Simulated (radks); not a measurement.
The mean radii <r> (bohr) of the occupied orbitals of an atom or ion are listed with their occupations. All-electron calculation, Dirac Kohn-Sham, HCTH/407, spin-unpolarised, spherical densities, finite nucleus; Fermi nuclear charge, rms radius of each element as measured or else 0.836 A^(1/3) + 0.57 fm. Program: a radial shooting solver on a logarithmic mesh with Libxc functionals.

orbital  occ.     <r>
1s1/2       2  0.1306
2s1/2       1  0.6733
2p1/2       2  0.6447
2p3/2       4  0.6465
3s1/2       1   2.413
3d3/2       1   4.320

Name the element and its charge. Open shells, if any, fill j = l - 1/2 first.

Answer. Z = 12, magnesium, charge +1: Mg+ in [He] 2s1 2p6 3s1 3d1. The 1s radius gives Z: for a bare nucleus <r> = (2 gamma + 1)/(2Z) with gamma = sqrt(1 - (Z/c)^2), 0.1247 bohr for Z = 12, and screening makes it slightly larger (0.1306 here). The occupations add up to 11, and the charge is Z minus that.
